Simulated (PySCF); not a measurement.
Radial density of Lu(46+) (lutetium, charge +46)

M06-L, [Ar] 3d7, high-spin 4F determinant. Calculation: PySCF 2.14, in an uncontracted even-tempered set (18 s from 9.6 bohr⁻², ratio 2.5; 13 p from 12 bohr⁻², ratio 2.5; 8 d from 12 bohr⁻², ratio 2.5; 4 f from 51 bohr⁻², ratio 2.7; 3 g from 77 bohr⁻², ratio 2.7); the spin-free X2C one-electron Hamiltonian (Gaussian nucleus).

```json
{"r (bohr)": "0.0185", "4πr²ρ (e/bohr)": "89.97", "4πr²(ρα − ρβ)": "0.0192"}
{"r (bohr)": "0.0311", "4πr²ρ (e/bohr)": "87.83", "4πr²(ρα − ρβ)": "0.2319"}
{"r (bohr)": "0.0523", "4πr²ρ (e/bohr)": "122.4", "4πr²(ρα − ρβ)": "1.9331"}
{"r (bohr)": "0.0879", "4πr²ρ (e/bohr)": "95.26", "4πr²(ρα − ρβ)": "9.1232"}
{"r (bohr)": "0.148", "4πr²ρ (e/bohr)": "87.27", "4πr²(ρα − ρβ)": "17.9036"}
{"r (bohr)": "0.249", "4πr²ρ (e/bohr)": "53.02", "4πr²(ρα − ρβ)": "8.2521"}
{"r (bohr)": "0.418", "4πr²ρ (e/bohr)": "2.212", "4πr²(ρα − ρβ)": "0.3300"}
{"r (bohr)": "0.704", "4πr²ρ (e/bohr)": "0.003650", "4πr²(ρα − ρβ)": "0.0006"}
```

Densities and radii are taken from the X2C orbitals without a picture-change correction, which distorts them close to the nucleus.

Spin-orbit coupling is strong in this species (close to jj coupling), so the high-spin LS determinant is a model state, not a physical level.
